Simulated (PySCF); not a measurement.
HfH3, SMILES [HfH3] (connectivity only; charge and spin as stated), neutral, multiplicity 2.

The structure is a stationary point at B3LYP-D3(BJ)/def2-TZVPD. The geometry has at least one imaginary mode, so it is a saddle point at that level. The multiplicity is an assumed one; other spin states were not compared. The def2 effective core potentials stand for the cores of Hf; spin–orbit coupling is left out.

Calculation: M06-2X/def2-TZVPD (PySCF).

Isolated molecule, no solvent.

* **total energy**: -49.59775 hartree
* **point group**: D3h
* **α spin, highest occupied and lowest empty level**: -6.51 and -1.08 eV
* **β spin, highest occupied and lowest empty level**: -9.11 and -2.71 eV
* **dipole moment**: 0.00 D
* **quadrupole, principal values (traceless, Buckingham form, about the centre of nuclear charge)**: -3.19, -3.19, 6.39 D·Å
* **mean static polarisability**: 58.7 bohr³ (8.70 Å³)
* **polarisability, principal values**: 53.3, 53.3, 69.7 bohr³
* **⟨S²⟩**: 0.751 (pure state 0.75)
